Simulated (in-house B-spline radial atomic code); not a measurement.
## RPA and G0W0 on BHandHLYP: Nb¹³⁺

Configuration [Ar] 3d10, mean-field start BHandHLYP. Computed with a B-spline radial code for spherical atoms: all electrons, non-relativistic, point nucleus, each spin shell either full or empty, empty states to l = 9 with an (l + 1/2)⁻⁴ tail; G0W0 by contour deformation at full frequency.

Without relativity these are model numbers: it shifts the levels of so heavy an element strongly and can reorder them.

Command:
```bash
python run_gw.py task.json out
```
Settings (radii: box in bohr, nucleus in fm):
```
Z                        41
electrons                28
configuration            [Ar] 3d10
hamiltonian              nr
method                   bhandhlyp
lmax                     9
spin_polarised           False
box_radius               5.53
intervals                48
```

Cost of the run: 0.9 s on 1 thread of Arm Neoverse V2, on a shared host.

Energies (hartree):

```
                                     term        value
                         mean-field total  -3699.13982
Hartree-Fock functional on these orbitals  -3697.72949
                      direct second order      -2.2423
                    second-order exchange      0.65066
                         SOSEX correction      0.62194
```

Task: What is the RPA correlation energy, and what remains with SOSEX?

Result: RPA gives -2.0679 hartree (-2.01 eV per electron); RPA + SOSEX gives -1.4459, and the second-order doubles -1.5916 hartree (no singles). RPA lacks exchange-type terms and so overcorrelates at short range.

Quasi-particle levels (eV):

```tsv
level	occupied	mean field	Σx - vxc	Σc	QP weight	G0W0
3d	yes	-476.16	-13.42	?	?	?
3p	yes	-624.46	-19.83	5.77	0.977	-638.52
3s	yes	-706.12	-23.77	7.11	0.970	-722.78
2p	yes	-2643.41	-46.85	24.41	0.923	-2665.85
4s	no	-271.73	9.28	-1.38	0.997	-263.83
```

G0W0 = mean field + (Σx - vxc) + Σc, with Σc (partial-wave tail included) taken at the quasi-particle energy. Only the outer levels were computed.

Task: Where does G0W0 put 3d?

Result: At -487.60 eV, with Σc = 1.98 eV and a quasi-particle weight of 0.986. The tabulated removal energy is 482.5 ± 1.5 eV (NIST, semi-empirical); the calculation leaves out relativity, Breit and QED terms, and what these don't explain is the method's own error.
